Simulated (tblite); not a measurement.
Give a GFN2-xTB geometry of `O=C1C[C](F)O[C@H]1F` [radical]. (Doublet state.)

```
atom  x, y, z in Å
O1     1.0357   -1.9349    0.3835
C2     0.4662   -0.9149    0.1514
C3     1.0339    0.4725   -0.0406
C4    -0.1900    1.3246   -0.1454
F5    -0.2240    2.4856    0.5286
O6    -1.3411    0.5911    0.0409
C7    -1.0603   -0.7518   -0.0600
F8    -1.3450   -1.1919   -1.3371
H9     1.6420    0.4790   -0.9507
H10    1.6833    0.7767    0.7852
H11   -1.6953   -1.3332    0.6184
```

Any rigid rotation of these coordinates is as good. Atoms count from 1 in this order. The C–C distances run from 1.495 Å (C3–C4, drawn single) to 1.550 Å (C2–C7, drawn single), a spread of 0.055 Å. The C–F distances run from 1.343 Å (C4–F5, drawn single) to 1.380 Å (C7–F8, drawn single), a spread of 0.037 Å. The 5-membered ring C2–C3–C4–O6–C7 has internal angles of 103.0° to 111.8° (sum 537°, against 540° for a flat polygon); it is puckered, 0.08 Å rms from its mean plane, widest ring torsion 19°. C4 (carbon bonded to C, F and O) is pyramidal (angles 118.6°, 111.8° and 111.8°, sum 342.2°, 0.35 Å off the plane of its three neighbours).

Bonds between heavy atoms (Å): O1=C2 1.191, C2–C3 1.511, C3–C4 1.495, C4–F5 1.343, C4–O6 1.378, O6–C7 1.376, C7–F8 1.380, C2–C7 1.550.

Structure optimised with GFN2-xTB, isolated species. This method treats the open shell by occupation alone, without spin polarisation.

Point group: C1 (no symmetry element, even within 0.4 Å). Its GFN2-xTB frequencies are all real (lowest 71 cm⁻¹). Torsions: O1–C2–C3–C4 -174°, C2–C3–C4–F5 136°, C3–C4–O6–C7 -15°, C4–O6–C7–F8 -97°. 3 starts were optimised and ended at 0.00, 0.00 and 0.82 kcal/mol (GFN2-xTB); the lowest of these is shown.

The run took 0.22 s wall on one thread of an Arm Neoverse V2 (shared host). That covers the optimisation of the geometry.

One conformer stands for the species.

These are computed values.
